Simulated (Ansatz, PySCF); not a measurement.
Molecule: CH3F3OSi (charge 0, singlet). 
Structure (B3LYP-D3(BJ)/def2-TZVP (Ansatz, an electronic-structure program) minimum search):
```
O
C 1 1.4283
H 2 1.0878 1 107.40
H 2 1.0913 3 109.24 1 120.06
H 2 1.0914 3 109.24 4 119.85
Si 1 1.5990 2 127.65 3 -179.61
F 6 1.5717 1 108.49 2 -179.96
F 6 1.5797 7 108.58 1 122.23
F 6 1.5797 7 108.58 8 115.54
```

Total electronic energies in hartree. Cores are frozen in the correlated levels unless marked. Spin-orbit coupling is left out. No relativistic terms. CBS marks a two-point X^-3 extrapolation of the correlation energy; Hartree-Fock from the larger set. The bracket is a focal-point correction in the basis named.

```json
[
 {"level": "HF/6-31G*", "program": "Ansatz", "energy (Eh)": "-701.96140"},
 {"level": "RI-HF/aug-cc-pV(T+d)Z", "program": "Ansatz", "energy (Eh)": "-702.18532"},
 {"level": "PBE/def2-TZVPD", "program": "Ansatz", "energy (Eh)": "-704.03655"},
 {"level": "PBE-D3(BJ)/def2-TZVPD", "program": "Ansatz + dftd3", "energy (Eh)": "-704.04212"},
 {"level": "BLYP/def2-TZVPD", "program": "Ansatz", "energy (Eh)": "-704.55300"},
 {"level": "revPBE-D3(BJ)/def2-TZVPD", "program": "Ansatz + dftd3", "energy (Eh)": "-704.40523"},
 {"level": "r2SCAN-D3(BJ)/def2-TZVPD", "program": "Ansatz + dftd3", "energy (Eh)": "-704.40606"},
 {"level": "B3LYP-D3(BJ)/def2-TZVPD", "program": "Ansatz + dftd3", "energy (Eh)": "-704.64118"},
 {"level": "PBE0/STO-3G", "program": "Ansatz", "energy (Eh)": "-694.52591"},
 {"level": "PBE0-D3(BJ)/def2-TZVP", "program": "Ansatz + dftd3", "energy (Eh)": "-704.07377"},
 {"level": "BHLYP/def2-TZVPD", "program": "Ansatz", "energy (Eh)": "-704.44999"},
 {"level": "TPSSh-D3(BJ)/def2-TZVPD", "program": "PySCF + dftd3", "energy (Eh)": "-704.61445"},
 {"level": "TPSSh-D4/def2-TZVPD", "program": "PySCF + dftd4", "energy (Eh)": "-704.61592"},
 {"level": "M06-2X/def2-TZVPD", "program": "PySCF", "energy (Eh)": "-704.45294"},
 {"level": "B2PLYP-D3(BJ)/def2-TZVPD", "program": "Ansatz + dftd3", "energy (Eh)": "-704.26260"},
 {"level": "RPA@PBE/cc-pV(T+d)Z", "program": "Ansatz", "energy (Eh)": "-704.03288"},
 {"level": "SCS-MP2/cc-pVTZ", "program": "Ansatz", "energy (Eh)": "-703.40601"},
 {"level": "CCSD/STO-3G", "program": "Ansatz", "energy (Eh)": "-692.99916"},
 {"level": "CCSD(T)/STO-3G", "program": "Ansatz", "energy (Eh)": "-693.00625"},
 {"level": "CCSD(T)/6-31G*", "program": "Ansatz", "energy (Eh)": "-702.89988"},
 {"level": "CCSD(T)/cc-pwCVTZ", "program": "Ansatz", "energy (Eh)": "-703.53309"},
 {"level": "RI-MP2/CBS(aug-cc-pV(T+d)Z,aug-cc-pV(Q+d)Z)+[CCSD(T)-MP2]/aug-cc-pV(D+d)Z", "program": "Ansatz", "energy (Eh)": "-703.7352"},
 {"level": "RI-MP2/CBS(cc-pV(T+d)Z,cc-pV(Q+d)Z)+[CCSD(T)-MP2]/cc-pV(T+d)Z", "program": "Ansatz", "energy (Eh)": "-703.7324"}
]
```

Totals of different functionals don't rank their quality; only differences between species are comparable.
